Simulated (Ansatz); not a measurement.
Na₆Pt⁻, relaxed as a doublet with UKS PBE0-D4/def2-SVPD in Ansatz, starting from the GFN2-xTB geometry. Force threshold 0.02 eV/Å.

In the def2 sets Pt takes a core potential; there is no spin–orbit coupling. The charge -1 doublet is spin-contaminated (final ⟨S²⟩ up to 1.02, 0.75 for a pure state). The structure comes from a short search, and lower isomers may exist.

Start:

```xyz
7

Pt    1.7663    0.5604   -0.9051
Na   -2.5500    1.1232    0.2472
Na   -0.8595    0.1200    2.6666
Na   -0.5960   -0.6770   -2.3019
Na    2.5378   -0.9333    1.2815
Na   -0.2014    2.3708   -1.7101
Na   -0.0972   -2.5640    0.7218
```

```tsv
step	energy (eV)	largest force component (eV/Å)	SCF passes
1	-29721.2873	0.491	32
2	-29721.4743	0.399	47
3	-29721.6605	0.350	51
4	-29721.8423	0.432	53
5	-29722.0179	0.418	55
6	-29722.1987	0.441	58
7	-29722.3008	0.169	70
8	-29722.3903	0.200	73
9	-29722.5024	0.262	63
10	-29722.5575	0.219	64
11	-29722.5889	0.085	57
12	-29722.6042	0.930	63
13 (rejected)	-29722.5923	0.266	58
14	-29722.6228	0.155	52
15	-29722.6292	0.104	51
16	-29722.6377	0.049	58
17	-29722.6406	0.023	52
18 (rejected)	-29722.6335	0.804	52
19	-29722.6409	0.018	54
20	-29722.6410	0.018	47
21	-29722.6412	0.015	43
22	-29722.6412	0.011	40
23	-29722.6413	0.004	38
```

Force components are those of the run's own axes.

End:

```
atom   x (Å)   y (Å)   z (Å)
 Pt1   0.325   0.106  -0.312
 Na2  -2.437   0.497  -0.428
 Na3  -0.038   0.890   2.356
 Na4  -0.259  -1.207  -2.645
 Na5   2.672  -0.748   0.872
 Na6   0.138   2.853  -0.533
 Na7  -0.401  -2.391   0.691
```

Bonds lost: Na4–Na6 (atoms count from 1). Bonds formed: Pt1–Na2, Pt1–Na3, Pt1–Na7, Na2–Na7, Na3–Na6 (atoms count from 1). The end is the same structure that another start reached, the lowest one found.

The force fell under the threshold at step 19, but the optimiser went on. No frequencies were taken in this run, so the end may be a saddle point.

Run time 6.1 min (4 threads of Intel Xeon Platinum 8259CL on a shared host), peak host memory 0.63 GiB.
